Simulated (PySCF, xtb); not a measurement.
CH₃Si, SMILES C[Si] (connectivity only; charge and spin as stated), neutral, multiplicity 2.

Harmonic wavenumbers (cm⁻¹) from GFN2-xTB (xtb 6.7.1) at its own minimum, in rising order: 640, 745, 745, 1362, 1501, 1501, 2964, 2965, 2972.

**Question.** What does r2SCAN-D4/def2-TZVP (PySCF 2.14.0) give at its own minimum? (The exact figures need the calculation; the answer reports its results.)

**Answer.** 487, 614, 686, 1226, 1329, 1431, 2960, 3053, 3095. Paired by order, the mean absolute difference is 104 cm⁻¹ and the zero-point energies are 22.0 and 21.3 kcal/mol.
